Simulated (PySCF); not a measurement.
C2H8AlFSi, SMILES [Al]([CH3])([SiH2]F)[CH3].

Coordinates come from a ωB97X-D3(BJ)/def2-SVP optimisation. The structure was generated by enumeration; whether it is a known compound was not checked. The values are those of a single conformer.

Two levels are set side by side: TDDFT-PBE/def2-SVPD (PySCF) and TDDFT-LC-ωPBE/def2-SVPD (PySCF). Vertical, same geometry. The lowest singlet is HOMO→LUMO 99 % with PBE and HOMO→LUMO 97 % with the other functional; states are paired by order. Differences are taken from unrounded values.

```csv
quantity,TDDFT-LC-ωPBE
lowest singlet excitation (eV),4.79
lowest triplet excitation (TDA) (eV),3.91
first bright state (f over 0.05) (eV),6.93
its oscillator strength,0.14
```

Task: What does TDDFT-PBE give, and how far is it from TDDFT-LC-ωPBE? (The exact figures need the calculation; the answer reports its results.)

Result: 
```tsv
quantity	TDDFT-PBE	TDDFT-PBE minus TDDFT-LC-ωPBE
lowest singlet excitation (eV)	4.06	-0.73
lowest triplet excitation (TDA) (eV)	3.43	-0.47
first bright state (f over 0.05) (eV)	5.65	-1.28
its oscillator strength	0.07	-0.06
```

Functionals without exact exchange tend to place singlet excitations lower, as here. Differences between two approximate levels are no errors against the true value.

Rough cost on one machine, each run with all the roots and properties that it gave: TDDFT-LC-ωPBE against TDDFT-PBE about 6 times.
